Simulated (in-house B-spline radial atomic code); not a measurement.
Response of Ar⁶⁺ as one setting changes: the share of exact exchange in a PBE hybrid. A dash marks a strongly mixed or unbound state. Computed with an all-electron radial atomic-structure program (B-spline basis): linear response of the closed shell [Ne] 3s2 with the functional's adiabatic kernel; non-relativistic, point nucleus, no spin-orbit coupling, no double excitations, S, P, D and F terms only.

```
share of exact exchange in a PBE hybrid  lowest 1P (eV)  lowest 3P, Tamm-Dancoff (eV)  minus highest occupied level (eV)  α (bohr³)
                                      0  3s → 3p 20.849                3s → 3p 13.517                             115.64      2.047
                                    0.1  3s → 3p 20.795                3s → 3p 13.437                             116.40      2.063
                                    0.2  3s → 3p 20.739                3s → 3p 13.357                             117.15      2.079
                                    0.3  3s → 3p 20.683                3s → 3p 13.277                             117.90      2.096
                                    0.4  3s → 3p 20.627                3s → 3p 13.197                             118.64      2.113
                                    0.5  3s → 3p 20.570                3s → 3p 13.118                             119.39       2.13
                                    0.6  3s → 3p 20.512                3s → 3p 13.039                             120.14      2.147
                                    0.7  3s → 3p 20.454                3s → 3p 12.960                             120.88      2.165
                                    0.8               ?                             ?                                  ?          ?
                                    0.9               ?                             ?                                  ?          ?
                                      1  3s → 3p 20.275                3s → 3p 12.724                             123.10       2.22
```

Task: What belongs in the row for 0.8?

Result: lowest 1P (eV): 3s → 3p 20.395; lowest 3P, Tamm-Dancoff (eV): 3s → 3p 12.881; minus highest occupied level (eV): 121.62; α (bohr³): 2.183.

Task: What belongs in the row for 0.9?

Result: lowest 1P (eV): 3s → 3p 20.336; lowest 3P, Tamm-Dancoff (eV): 3s → 3p 12.802; minus highest occupied level (eV): 122.36; α (bohr³): 2.201.
